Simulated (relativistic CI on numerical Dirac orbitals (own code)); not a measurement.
Spin-allowed bands of a d3 ion in an octahedral site, by hand

Problem. Take Δ = 25800 cm⁻¹ and B = 580 cm⁻¹ for a d3 ion in an octahedral site. Calculate the three spin-allowed bands.

Working.
1. The terms of highest spin are 4F (energy 0) and 4P (15B = 8700 cm⁻¹). Here the F term splits into A2 at −1.2Δ = -30960, T2 at −0.2Δ = -5160 and T1 at +0.6Δ = 15480 cm⁻¹.
2. The two T1 states mix through the element 0.4Δ: H = [[15480, 10320], [10320, 8700]], with roots ½(H₁₁ + H₂₂) ∓ ½√[(H₂₂ − H₁₁)² + 4H₁₂²] = ½(24180) ∓ ½(21725) = 1227 and 22953 cm⁻¹.
3. The ground term is 4A2 at -30960 cm⁻¹.
4. Bands: 4T2 25800 cm⁻¹ (388 nm), 4T1(F) 32187 cm⁻¹ (311 nm), 4T1(P) 53913 cm⁻¹ (185 nm).

Check. Exact diagonalisation of the whole d3 shell with these parameters gives 4T2 25800, 4T1 32187, 4T1 53913 cm⁻¹. The match is exact, since without spin-orbit coupling no other term has this spin. The ratio of the second band to the first, 1.248, depends on Δ/B = 44.5 alone, which is how a Tanabe-Sugano diagram is read.
